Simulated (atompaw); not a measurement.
Before and after: PAW (atompaw) potential for manganese

Mn, PAW, made with atompaw 4.2.0.5 (PBEsol, scalar-relativistic). Core [Ar], reference 3d5 4s2 4p0. Waves: 4s (bound): rc 2.35 bohr; 4s channel at 0.4 Ry: rc 2.35 bohr; 4p (bound, empty): rc 2.55 bohr; 4p channel at 1.95 Ry: rc 2.55 bohr; 3d (bound): rc 1.45 bohr; 3d channel at 0.25 Ry: rc 1.45 bohr. Local part: ultrasoft scheme with l = 3 at 0.5 Ry, radius 1.90 bohr. Core correction: smooth core density matched at 1.55 bohr. Augmentation charge: sinc compensation charge, radius 2.15 bohr; PAW radius 2.55 bohr; waves and projectors: custom rrkj gramschmidtortho.

All-electron outer shells of the reference configuration (PBEsol, scalar-relativistic, ld1.x):

| shell | level (eV) | outermost node (bohr) | outermost maximum (bohr) |
| --- | --- | --- | --- |
| 3s | -85.64 | 0.34 | 0.74 |
| 3p | -54.48 | 0.31 | 0.75 |
| 3d | -6.79 | – | 0.76 |
| 4s | -5.12 | 1.05 | 2.51 |
| 4p | -1.35 | 1.16 | 3.38 |

Change: local potential troulliermartins scheme with l = 3 at 0.5 Ry, radius 1.90 bohr.

Cutoffs: the cutoffs (Ry, on a coarse ladder) from which the occupation-weighted sum of valence levels, in a spherical-Bessel basis at the reference potential, stays within 10 and 1 mRy of its value at 400 Ry; they do not see the model core or the augmentation charge, which bear on the density cutoff.

What does the change do?

The potential gets neither clearly harder nor softer (50 Ry and 80 Ry → 50 Ry and 80 Ry); the s channel binds one level more than in the base; the range in which the s phases agree widens (upper end 2.1 → at the end of the scan); neither file shows a bound ghost.

```tsv
quantity	base	changed
cutoff, loose	50 Ry	50 Ry
cutoff, tight	80 Ry	80 Ry
loose cutoff by channel (10 mRy a level)	s 6 Ry, d 40 Ry	s 6 Ry, d 45 Ry
bound ghosts	none	none
s: phases at 2.56 bohr within 0.05 rad from the reference energy up to (Ry; the scan ends near 5)	2.1	to the end of the scan
p: phases at 2.56 bohr within 0.05 rad from the reference energy up to (Ry; the scan ends near 5)	4.3	4.1
d: phases at 2.56 bohr within 0.05 rad from the reference energy up to (Ry; the scan ends near 5)	to the end of the scan	to the end of the scan
lowest overlap eigenvalue by channel	s 0.40, p 0.58, d 0.96	s 0.36, p 0.53, d 0.94
```

 The cutoffs see the waves, projectors and local potential, not the compensation charge or the core.
